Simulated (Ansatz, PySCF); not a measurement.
VOF3, SMILES [O]=[V]([F])([F])[F], multiplicity 1.

The structure is a stationary point at B3LYP-D3(BJ)/def2-SVP. The spin state was assumed, not searched.

Vertical ionisation energy (IE) and electron affinity (EA) in eV. Rows of orbital energies are one-electron estimates. Where ΔSCF, EOM or ADC give a negative EA the extra electron is unbound and the value depends on the basis.

| level | IE | EA |
|---|---|---|
| −ε(HOMO), −ε(LUMO), PBE0/def2-TZVP (PySCF) | 11.44 | 4.09 |
| −ε(HOMO), −ε(LUMO), PBE/def2-TZVP (PySCF) | 9.56 | 4.88 |
| ΔSCF, CAM-B3LYP/def2-SVPD (Ansatz), final states of multiplicity 2 and 2 | 14.13 | 2.48 |
| ΔSCF, PBE/def2-SVPD (Ansatz), final states of multiplicity 2 and 2 | 13.43 | 1.19 |

Q: What vertical singlet–triplet gap does ΔSCF give with CAM-B3LYP/def2-SVPD (Ansatz, a quantum-chemistry and plane-wave program) and with PBE/def2-SVPD (Ansatz)? (Estimate from the structure and the level; the computed values follow.)

A: 3.75 and 4.64 eV (triplet above singlet where positive).
